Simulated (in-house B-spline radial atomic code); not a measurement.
B97-1 excitations of P5+

Method: B97-1. Computed with a B-spline radial code for spherical atoms: linear response of the closed shell [He] 2s2 2p6 with the functional's adiabatic kernel; non-relativistic, point nucleus, no spin-orbit coupling, no double excitations, S, P, D and F terms only. Only terms of natural parity with L up to 3 were computed.

Command:
```bash
python run_td.py task.json out
```
Settings (radii: box in bohr, nucleus in fm):
```
Z                        15
electrons                10
configuration            [He] 2s2 2p6
hamiltonian              nr
method                   b97_1
box_radius               16.35
intervals                50
```

Cost of the run: 0.4 s on 1 thread of Intel(R) Xeon(R) Platinum 8488C (Sapphire Rapids), on a shared host.

The lowest states, in the order of their Tamm-Dancoff energies; the method's threshold (minus the highest occupied level) is 204.90 eV. Labels give the largest channel, * marks a mixed state, and oscillator strengths are full-response dipole values. Semilocal kernels can invert the small singlet-triplet splittings of Rydberg terms. Energies in eV:

| state | full response | Tamm-Dancoff | oscillator strength |
| --- | --- | --- | --- |
| 2p → 3s 3P | 130.63 | 130.65 | - |
| 2p → 3s 1P | 131.74 | 131.76 | 0.209 |
| 2p → 3p 3S | 140.73 | 140.77 | - |
| 2p → 3p 3D | 141.84 | 141.86 | - |
| 2p → 3p 1D | 142.67 | 142.67 | - |
| 2p → 3p 1S | 148.55 | 149.04 | - |
| 2p → 3d 3P | 156.83 | 156.84 | - |
| 2p → 3d 3F | 157.08 | 157.09 | - |
| 2p → 3d 1F | ? | ? | - |
| 2p → 3d 1P | ? | ? | ? |

Problem. Where does 2p → 3d 1P lie?

Solution. At 159.65 eV in full response, 159.75 eV in Tamm-Dancoff, oscillator strength 1.18.

Problem. Where does 2p → 3d 1F lie?

Solution. At 157.57 eV in full response, 157.57 eV in Tamm-Dancoff.

Problem. How large is the singlet-triplet splitting of 2p → 3s (P terms) in Tamm-Dancoff?

Solution. 1.11 eV, from the unrounded values.

Problem. What polarisabilities and dispersion coefficient does the method give?

Solution. Dipole 0.1094 bohr³, quadrupole 0.05679 bohr⁵, C6 0.06667 hartree·bohr⁶ for two such species.
